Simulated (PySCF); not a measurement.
HFOSe (SMILES O[Se]F), singlet, geometry from GFN2-xTB. Base run: CAMB3LYP/cc-pVDZ, TDA run with PySCF.

Here is a job for PySCF.
```python
from pyscf import gto, scf, dft, tdscf

mol = gto.Mole()
mol.atom = '''
    Se    0.09634014   -0.00791666    0.40711553
    F    -0.08836816    1.36245012   -0.78926260
    O    -0.17139873   -1.31699401   -0.72908502
    H    -1.10906137   -1.45693277   -0.90588425
'''
mol.basis = 'cc-pvdz'
mol.verbose = 4
mol.build()

mf = dft.RKS(mol)
mf.xc = 'camb3lyp'
mf.kernel()
td = mf.TDA()
td.nstates = 5
td.kernel()
td.analyze()
```

The base run was repeated with changes; each row names its change, and settings that it needs were set with it.

```json
[
 {"change": "base", "first excitation (eV)": "3.18", "oscillator strength of the first": "0.000", "second (eV)": "4.70", "core-seconds (rough)": "20"},
 {"change": "nstates = 15", "first excitation (eV)": "3.18", "oscillator strength of the first": "0.000", "second (eV)": "4.70", "core-seconds (rough)": "20"},
 {"change": "functional = pbe0", "first excitation (eV)": "3.20", "oscillator strength of the first": "0.000", "second (eV)": "4.69", "core-seconds (rough)": "10"},
 {"change": "nstates = 2", "first excitation (eV)": "3.18", "oscillator strength of the first": "0.000", "second (eV)": "4.70", "core-seconds (rough)": "10"},
 {"change": "guess vectors = 13 for 5 states", "first excitation (eV)": "3.18", "oscillator strength of the first": "0.000", "second (eV)": "4.70", "core-seconds (rough)": "10"},
 {"change": "conv_tol = 1e-3", "first excitation (eV)": "3.18", "oscillator strength of the first": "0.000", "second (eV)": "4.70", "core-seconds (rough)": "10"},
 {"change": "functional = blyp", "first excitation (eV)": "3.05", "oscillator strength of the first": "0.000", "second (eV)": "4.20", "core-seconds (rough)": "9"},
 {"change": "basis = 6-31G", "first excitation (eV)": "3.24", "oscillator strength of the first": "0.000", "second (eV)": "4.54", "core-seconds (rough)": "10"},
 {"change": "functional = pbe", "first excitation (eV)": "3.06", "oscillator strength of the first": "0.000", "second (eV)": "4.27", "core-seconds (rough)": "9"},
 {"change": "functional = hf", "first excitation (eV)": "3.60", "oscillator strength of the first": "0.001", "second (eV)": "5.58", "core-seconds (rough)": "2"},
 {"change": "nstates = 10", "first excitation (eV)": "3.18", "oscillator strength of the first": "0.000", "second (eV)": "4.70", "core-seconds (rough)": "20"}
]
```

An iterative solver can miss low states, so a row lists the states that it found.
